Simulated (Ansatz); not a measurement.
C2H8O2Si2 (`C=C[SiH](O)[SiH2]O`). Charge 0, multiplicity 1. Geometry: relaxed with PBE0-D4/def2-TZVP. It is one conformer, not always the lowest.

```xyz
14

C     2.033    0.678   -0.281
C     1.162    1.141    0.614
Si   -0.513    0.389    0.905
O    -1.712    1.536    0.906
Si   -1.122   -1.101   -0.803
O     0.149   -2.139   -1.059
H     3.016    1.123   -0.411
H     1.807   -0.176   -0.914
H     1.459    1.996    1.222
H    -0.508   -0.285    2.240
H    -1.983    1.890    1.753
H    -1.455   -0.356   -2.053
H    -2.351   -1.857   -0.418
H     0.019   -2.839   -1.700
```

Task: What is the dipole moment at PBE/def2-TZVPP? (Best estimate.)

Result: Computed: 0.43 D, with components (0.19, -0.27, 0.27) D in this frame, pointing from negative to positive charge.

Task: And with r2SCAN, B3LYP, ωB97M-V? (An estimate is asked.)

Result: The calculation gave: r2SCAN 0.44 D, B3LYP 0.46 D, ωB97M-V 0.46 D.

Task: Give the Mulliken charges with PBE, r2SCAN, B3LYP in def2-TZVPP. (Estimate.)

Result: Computed: 
```csv
atom,PBE,r2SCAN,B3LYP
C1,-0.15,-0.11,-0.17
C2,-0.17,-0.22,-0.21
Si3,0.39,0.50,0.48
O4,-0.36,-0.43,-0.41
Si5,0.30,0.39,0.37
O6,-0.36,-0.42,-0.40
H7,0.09,0.08,0.11
H8,0.08,0.07,0.10
H9,0.07,0.06,0.08
H10,-0.10,-0.11,-0.11
H11,0.18,0.20,0.18
H12,-0.08,-0.09,-0.09
H13,-0.08,-0.10,-0.09
H14,0.18,0.20,0.18
```

B3LYP here is the variant with VWN-RPA as its local correlation; programs differ in this.
